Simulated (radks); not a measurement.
Results of a calculation; reference values are marked as such.
Numerical settings for the potassium ion K+, [Ar]. Code: a radial shooting solver on a logarithmic mesh with Libxc functionals. Model: Dirac Kohn-Sham, PBE, spin-unpolarised, spherical densities, finite nucleus; Fermi nuclear charge, rms radius 3.4349 fm. The defaults (mesh step 0.008 in ln r, mesh end at 40 bohr or more with all orbitals vanishing there, Anderson mixing 0.5 over 9 steps, residual threshold near 1e-9 with the energy settled to 1e-9 hartree or 1e-11 of itself, here a cap of 62 iterations) give E = -601.9306 hartree and 3p3/2 at -24.793 eV in 14 iterations. Run on one thread of a shared host, so times are rough (Arm Neoverse N1): 0.09 s of CPU time, 0.09 s wall, 14 iterations on 2189 mesh points. Changes against that run (0 stands for a change within the tolerance of the run):

setting                    iterations  converged  E (mhartree)  e(3p3/2) (meV)  CPU (s)
mesh step in ln r 0.003            15        yes             0               0     0.21
mesh step in ln r 0.03             14        yes             0               0     0.04
mesh step in ln r 0.005            14        yes             0               0     0.13
mesh end (bohr) 12                 14        yes             0               0     0.08
mesh end (bohr) 3                  13        yes          +364       +5.14e+03     0.07
residual threshold 1e-13           62         no             0               0     0.23
residual threshold 0.01             8        yes             0          -0.366     0.06
mixing 0.05                        19        yes             0               0     0.11
linear mixing, mixing 1            62         no             0               0     0.28
linear mixing, mixing 0.8          24        yes             0               0     0.12
mixing history 2                   20        yes             0               0     0.11
iteration cap 3                     3         no          +1.5       -1.02e+03     0.02

Settings that end as converged yet miss the energy by more than 1 mhartree: mesh end (bohr) 3 (+0.364 hartree). A mesh that ends early acts as a hard wall.
